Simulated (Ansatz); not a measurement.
The same path of ClFH$_{4}$O$_{3}$Zr (10 atoms, charge 0, multiplicity 1) was run twice with different band settings. Lost on the way: Zr1–Cl2, F9–H10. Made: Cl2–H10.

Method: RKS BLYP-D4/def2-SVP (Ansatz 0.2.0).

Relaxed end points:

```xyz
10
Properties=species:S:1:pos:R:3
Zr -0.024 -0.053 0.181
Cl 0.021 -0.028 2.703
O 1.662 -0.401 -0.695
H 2.418 -0.576 -1.272
O -1.132 1.272 -0.688
H -1.508 1.961 -1.255
O -1.017 -1.691 -0.029
H -1.541 -2.494 -0.156
F 1.150 1.925 1.072
H 0.947 1.556 1.958
```

```xyz
10
Properties=species:S:1:pos:R:3
Zr -0.142 0.400 -0.189
Cl 1.468 -0.529 3.052
O 1.615 -0.100 -0.819
H 2.470 -0.461 -1.095
O -1.049 1.432 -1.554
H -1.511 1.732 -2.350
O -1.216 -1.140 0.275
H -1.584 -2.004 0.510
F 0.038 1.576 1.392
H 0.888 0.565 2.595
```

Common settings: spring 5.0 eV/Å²; optimiser quadratic models (default); start path through a guess of the saddle point; force threshold 0.05 eV/Å; iteration limit 60; end points relaxed.

| run | movable images | climbing image |
| --- | --- | --- |
| 1 | 5 | yes |
| 2 | 8 | no |

Q: What does each run give, and how far can it be trusted?

A: Run 1: converged after 30 iterations, highest image 0.186 eV above the first end. A vibrational analysis at the climbing image gives one clearly imaginary mode, 214i cm⁻¹: a first-order saddle point.
Run 2: converged after 17 iterations, highest image 0.163 eV above the first end. No image climbed, so the highest image needn't sit at the top of the path.
The orbitals stay closed-shell, which can raise the energy where a bond breaks towards radicals; this wasn't checked here.
